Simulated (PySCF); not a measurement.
## SMILES SCc1ccco1, C$_{5}$H$_{6}$OS

Molfile (atoms numbered from 1):
```
C5H6OS
     RDKit          3D

 13 13  0  0  0  0  0  0  0  0999 V2000
    2.7176    0.7638    0.5552 S   0  0  0  0  0  0  0  0  0  0  0  0
    1.7003   -0.5429   -0.2306 C   0  0  0  0  0  0  0  0  0  0  0  0
    0.2430   -0.3217   -0.1252 C   0  0  0  0  0  0  0  0  0  0  0  0
   -0.7487   -0.9085    0.6085 C   0  0  0  0  0  0  0  0  0  0  0  0
   -1.9540   -0.2103    0.2841 C   0  0  0  0  0  0  0  0  0  0  0  0
   -1.5986    0.7462   -0.6178 C   0  0  0  0  0  0  0  0  0  0  0  0
   -0.2744    0.6831   -0.8709 O   0  0  0  0  0  0  0  0  0  0  0  0
    2.2726    1.7647   -0.2336 H   0  0  0  0  0  0  0  0  0  0  0  0
    1.9666   -1.4704    0.2937 H   0  0  0  0  0  0  0  0  0  0  0  0
    2.0073   -0.6543   -1.2817 H   0  0  0  0  0  0  0  0  0  0  0  0
   -0.6289   -1.7390    1.3007 H   0  0  0  0  0  0  0  0  0  0  0  0
   -2.9530   -0.3966    0.6720 H   0  0  0  0  0  0  0  0  0  0  0  0
   -2.1541    1.5117   -1.1531 H   0  0  0  0  0  0  0  0  0  0  0  0
  1  2  1  0
  2  3  1  0
  3  4  2  0
  4  5  1  0
  5  6  2  0
  6  7  1  0
  7  3  1  0
  1  8  1  0
  2  9  1  0
  2 10  1  0
  4 11  1  0
  5 12  1  0
  6 13  1  0
M  END
```

Computed, not measured: TDDFT CAM-B3LYP/def2-TZVPD excited states, vertical, gas phase in PySCF. Geometry: PBE0-D3(BJ)/def2-SVP.

Problem. How strongly do the lowest singlets absorb one photon, and two photons of half the energy?

Solution. δ for parallel linear polarisation; σ at the peak of a Lorentzian of half width 0.1 eV, single beam; Ω is circular over linear.
| state | E (eV) | f | photon λ (nm) | δ (au) | σ (GM) | Ω | main |
| --- | --- | --- | --- | --- | --- | --- | --- |
| S1 | 5.25 | 0.009 | 473 | 3.6 | 0.04 | 1.20 | HOMO−1→LUMO+1 0.28, HOMO−1→LUMO 0.21 |
| S2 | 5.75 | 0.299 | 431 | 143 | 1.73 | 0.87 | HOMO→LUMO 0.69, HOMO−1→LUMO+1 0.11 |
| S3 | 5.85 | 0.010 | 424 | 24.2 | 0.30 | 1.46 | HOMO→LUMO+1 0.64, HOMO−1→LUMO 0.26 |
| S4 | 6.04 | 0.014 | 411 | 25.8 | 0.34 | 1.37 | HOMO−1→LUMO 0.37, HOMO−1→LUMO+1 0.23 |
| S5 | 6.42 | 0.017 | 386 | 147 | 2.22 | 1.44 | HOMO→LUMO+2 0.71 |
| S6 | 6.58 | 0.004 | 377 | 46.7 | 0.74 | 1.00 | HOMO→LUMO+3 0.61 |

Among these, the strongest one-photon state is S2, the strongest two-photon state S5, with a dipole change of 2.5 D (relaxed, norm of the difference vector).
